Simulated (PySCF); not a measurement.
Point-charge models of `C[SiH2]CS[Si@H](C)O` against its computed dipole.

Coordinates (GFN2-xTB, Å) and charges (e) from the PBE0/pcSseg-1 density (PySCF):

| atom | x | y | z | Mulliken | IAO | Hirshfeld | ESP-fitted |
| --- | --- | --- | --- | --- | --- | --- | --- |
| C1 | -3.559 | -0.124 | -0.798 | -0.6300 | -0.7210 | -0.2138 | -0.6287 |
| Si2 | -1.965 | -0.551 | 0.139 | +0.6724 | +0.7761 | +0.3375 | +0.6100 |
| C3 | -0.879 | 1.009 | 0.194 | -0.6296 | -0.6182 | -0.1622 | -0.3076 |
| S4 | 0.627 | 0.769 | 1.208 | -0.3066 | -0.2050 | -0.1056 | -0.3715 |
| Si5 | 1.886 | -0.319 | -0.132 | +0.8926 | +1.0713 | +0.3908 | +0.7997 |
| C6 | 3.689 | 0.001 | 0.336 | -0.6496 | -0.7459 | -0.2183 | -0.6849 |
| O7 | 1.507 | 0.253 | -1.612 | -0.5584 | -0.7959 | -0.2968 | -0.6823 |
| H8 | -4.192 | -1.001 | -0.887 | +0.1386 | +0.1569 | +0.0418 | +0.1592 |
| H9 | -4.132 | 0.642 | -0.284 | +0.1372 | +0.1545 | +0.0421 | +0.1434 |
| H10 | -3.353 | 0.237 | -1.801 | +0.1379 | +0.1553 | +0.0429 | +0.1458 |
| H11 | -2.262 | -0.971 | 1.512 | -0.0727 | -0.1236 | -0.0824 | -0.1435 |
| H12 | -1.241 | -1.619 | -0.563 | -0.0785 | -0.1274 | -0.0796 | -0.1346 |
| H13 | -0.549 | 1.328 | -0.791 | +0.1916 | +0.1698 | +0.0351 | +0.1211 |
| H14 | -1.395 | 1.843 | 0.665 | +0.1775 | +0.1679 | +0.0449 | +0.1870 |
| H15 | 1.563 | -1.744 | -0.082 | -0.1033 | -0.1704 | -0.0942 | -0.1741 |
| H16 | 4.359 | -0.586 | -0.286 | +0.1357 | +0.1552 | +0.0429 | +0.1595 |
| H17 | 3.875 | -0.274 | 1.368 | +0.1476 | +0.1674 | +0.0476 | +0.1926 |
| H18 | 3.958 | 1.047 | 0.223 | +0.1496 | +0.1644 | +0.0455 | +0.1719 |
| H19 | 2.054 | 0.070 | -2.371 | +0.2481 | +0.3686 | +0.1817 | +0.4370 |

Question: Compute μ = Σ q r for each scheme (1 e·Å = 4.803 D) and compare with the dipole of the full density.

Answer: The full density gives (0.90, -0.40, -2.31) D, 2.51 D in size; dipole vectors point from the negative to the positive end.

```json
{"scheme": "Mulliken", "μx": "0.62", "μy": "-2.85", "μz": "-1.08", "size (D)": "3.11", "share of the full size (%)": "124", "angle to the full dipole (°)": "57"}
{"scheme": "IAO", "μx": "1.37", "μy": "-2.23", "μz": "-0.15", "size (D)": "2.62", "share of the full size (%)": "104", "angle to the full dipole (°)": "68"}
{"scheme": "Hirshfeld", "μx": "0.70", "μy": "-0.40", "μz": "-0.73", "size (D)": "1.09", "share of the full size (%)": "43", "angle to the full dipole (°)": "25"}
{"scheme": "ESP-fitted", "μx": "0.92", "μy": "-0.40", "μz": "-2.31", "size (D)": "2.52", "share of the full size (%)": "100", "angle to the full dipole (°)": "1"}
```

Question: Which set comes closest?

Answer: Length of the difference vector: ESP-fitted 0.03 D, Hirshfeld 1.59 D, Mulliken 2.75 D, IAO 2.86 D. Closest: ESP-fitted. ESP charges are fitted to the potential around the molecule, whose slowest-falling term is the dipole's. 

Question: What is left for the Hirshfeld atoms' own dipoles?

Answer: The Hirshfeld atoms' densities add up to the full density, so μ = Σ q r + Σ (atomic dipoles). The atomic dipoles sum to (0.90, -0.40, -2.31) − (0.70, -0.40, -0.73) = (0.20, 0.00, -1.58) D, 1.59 D in size.

Question: With the origin at the mean of the coordinates, (-0.001, 0.000, -0.209) Å, which are the largest single terms, by size, of the Hirshfeld dipole along the direction of the full one?

Answer: O7 -2.55, H19 +2.37, Si2 -1.51, Si5 +1.23, H11 +0.88 D; all 19 atoms together +0.99 D. The single terms depend on the origin, their sum doesn't.

Question: Give the size of the full dipole in other units.

Answer: 2.51 D = 0.988 au = 0.523 e·Å = 8.37 × 10⁻³⁰ C·m.

Isolated species at its GFN2-xTB geometry (one conformer only).

These values come from a run that also computed NMR shieldings. The run took 39 s wall on one thread of an Arm Neoverse V1, shared host, and the process peaked at 0.90 GiB of memory.

Shape of the structure used: `[CH3:1][SiH2:2][CH2:3][S:4][Si@H:5]([CH3:6])[OH:7]`: C1–Si2–C3–S4 175°, Si2–C3–S4–Si5 79°, C3–S4–Si5–C6 154°, H–O7–Si5–S4 167°.
